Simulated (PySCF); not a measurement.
C6H10. Atoms are numbered in the order given.

```xyz
16

C      1.0696    -2.0918     0.0000
C      0.8987    -0.7490     0.0000
C     -0.3878    -0.0470     0.0000
C     -1.6434    -0.8847     0.0000
C     -0.4755     1.3153     0.0000
C      0.6315     2.3230     0.0000
H      0.2212    -2.7936     0.0000
H      2.0771    -2.5344     0.0000
H      1.8026    -0.1178     0.0000
H     -2.5514    -0.2519     0.0000
H     -1.6862    -1.5480    -0.8901
H     -1.6862    -1.5480     0.8901
H     -1.4945     1.7440     0.0000
H      1.6426     1.8750     0.0000
H      0.5583     2.9897    -0.8870
H      0.5583     2.9897     0.8870
```

Coordinates come from a PBE-D3(BJ)/def2-SVP optimisation. One conformer was computed; it need not be the lowest.

Calculation: TDA-PBE/def2-SVPD (PySCF 2.14.0).

Vertical excitations. Isolated molecule, no solvent. State labels are in the subgroup Cs.

Computed UV-visible absorptions:
```json
[
 {"state": "S1", "symmetry": "A'", "energy (eV)": "5.53", "λ (nm)": "224", "f": "0.586", "main pairs": "HOMO→LUMO 70 %, HOMO−1→LUMO 14 %"},
 {"state": "S2", "symmetry": "A\"", "energy (eV)": "5.62", "λ (nm)": "221", "f": "0.004", "main pairs": "HOMO→LUMO+1 100 %"},
 {"state": "S3", "symmetry": "A\"", "energy (eV)": "5.94", "λ (nm)": "209", "f": "0.001", "main pairs": "HOMO→LUMO+2 100 %"},
 {"state": "S4", "symmetry": "A'", "energy (eV)": "6.09", "λ (nm)": "204", "f": "0.271", "main pairs": "HOMO−1→LUMO 47 %, HOMO→LUMO+4 29 %, HOMO→LUMO 17 %"},
 {"state": "S5", "symmetry": "A\"", "energy (eV)": "6.21", "λ (nm)": "200", "f": "0.011", "main pairs": "HOMO→LUMO+3 54 %, HOMO−2→LUMO 46 %"},
 {"state": "S6", "symmetry": "A\"", "energy (eV)": "6.25", "λ (nm)": "198", "f": "0.003", "main pairs": "HOMO−2→LUMO 54 %, HOMO→LUMO+3 46 %"},
 {"state": "S7", "symmetry": "A\"", "energy (eV)": "6.95", "λ (nm)": "178", "f": "0.005", "main pairs": "HOMO→LUMO+5 97 %"},
 {"state": "S8", "symmetry": "A\"", "energy (eV)": "7.00", "λ (nm)": "177", "f": "0.002", "main pairs": "HOMO→LUMO+6 95 %"},
 {"state": "S9", "symmetry": "A\"", "energy (eV)": "7.01", "λ (nm)": "177", "f": "0.000", "main pairs": "HOMO−3→LUMO 94 %"},
 {"state": "S10", "symmetry": "A\"", "energy (eV)": "7.33", "λ (nm)": "169", "f": "0.000", "main pairs": "HOMO−4→LUMO 74 %, HOMO→LUMO+7 25 %"},
 {"state": "T1", "symmetry": "A'", "energy (eV)": "2.99", "λ (nm)": "415", "f": "0", "main pairs": "HOMO→LUMO 98 %"},
 {"state": "T2", "symmetry": "A'", "energy (eV)": "4.83", "λ (nm)": "257", "f": "0", "main pairs": "HOMO−1→LUMO 82 %, HOMO→LUMO+4 16 %"},
 {"state": "T3", "symmetry": "A\"", "energy (eV)": "5.55", "λ (nm)": "223", "f": "0", "main pairs": "HOMO→LUMO+1 100 %"},
 {"state": "T4", "symmetry": "A\"", "energy (eV)": "5.87", "λ (nm)": "211", "f": "0", "main pairs": "HOMO→LUMO+2 99 %"}
]
```
Triplets are in the Tamm–Dancoff approximation.
